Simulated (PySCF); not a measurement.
Simulated outer-valence photoelectron spectrum of `Cl/C=C/Br`. The calculation used EOM-IP-CCSD/aug-cc-pVDZ in PySCF, restricted Hartree–Fock reference, frozen core, non-relativistic, gas phase, PBE0-D3(BJ)/def2-SVP geometry.

Each root has a Gaussian of 0.3 eV full width with its one-hole share as area; cross sections and vibrations are left out, and the highest printed point is 100.

```
ionisation energy (eV)  intensity
                   9.2          4
                   9.4         42
                   9.6         38
                   9.8          3
                  10.0          0
                  10.2          0
                  10.4          0
                  10.6          0
                  10.8         11
                  11.0         53
                  11.2         22
                  11.4          1
                  11.6         13
                  11.8         74
                  12.0         72
                  12.2         12
                  12.4          0
                  12.6          0
                  12.8          0
                  13.0          0
                  13.2          2
                  13.4         49
                  13.6        100
                  13.8         19
                  14.0          0
                  14.2          0
                  14.4          0
                  14.6          0
                  14.8          0
                  15.0          0
                  15.2          0
                  15.4          0
                  15.6          1
                  15.8         22
                  16.0         75
                  16.2         62
                  16.4         10
                  16.6          0
```

Task: Where are the maxima, and how many lines lie under the curve?

Result: 5 maxima, at 9.5, 11.0, 11.9, 13.6 and 16.1 eV, from 8 lines. At this width some lines have no maximum of their own.

Task: List the lines with their holes.

Result: 
```
E (eV)  leading hole (HF orbital)  area  Koopmans (eV)
  9.49                       HOMO  0.96           9.83
 11.03                     HOMO-1  0.96          11.72
 11.82                     HOMO-3  0.95          12.80
 11.97                     HOMO-2  0.95          12.78
 13.54                     HOMO-4  0.96          14.36
 13.59                     HOMO-5  0.93          14.65
 15.97                     HOMO-7  0.94          17.76
 16.16                     HOMO-6  0.94          17.34
```

The widest gap, 2.38 eV, lies between 13.59 and 15.97 eV. Only orbitals with −ε under 21 eV, eight at most, were ionised, so the high end of the curve may lack lines.

The run took 2.5 min wall on Arm Neoverse V1, one thread, no GPU (shared host).
